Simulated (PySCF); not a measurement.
Molecule: SMILES C=CC(=C)O[SiH3], C₄H₈OSi.

Bonds (- single, = double, # triple, : aromatic): C1=C2 1.337 Å, C2-C3 1.463 Å, C3=C4 1.346 Å, C3-O5 1.354 Å, O5-Si6 1.680 Å. C1 carries H7, H8; C2 carries H9; C4 carries H10, H11; Si6 carries H12, H13, H14. H11 is cis to C2; H7 is cis to C3; H10 is trans to C2; H8 is trans to C3.

Geometry PBE0-D3(BJ)/def2-SVP throughout; GIAO in PySCF 2.14.0 with density-fitted response routines, gas phase, one conformer, non-relativistic; equivalent atoms averaged; functional PBE0.

For orientation, def2-TZVP gives these absolute shieldings σ: C3 21.6, C1 65.0, C4 92.5, O5 233.7, H9 25.00, H7 25.56, H8 26.10, H11 27.16, H12/H13/H14 26.22 ppm.

A run gave: C3 40.9, C1 78.8, C4 103.8, O5 254.7, H9 25.18, H7 25.38, H8 25.99, H11 27.16, H12/H13/H14 26.39 ppm (absolute shieldings σ).

Problem. Which basis set was used in that run?
A. STO-3G
B. cc-pVDZ
C. def2-SVP
D. cc-pVTZ

Solution. B. C1 tells them apart best: cc-pVDZ gives 78.8, STO-3G gives 130.4, def2-SVP gives 76.3, cc-pVTZ gives 66.2 ppm.
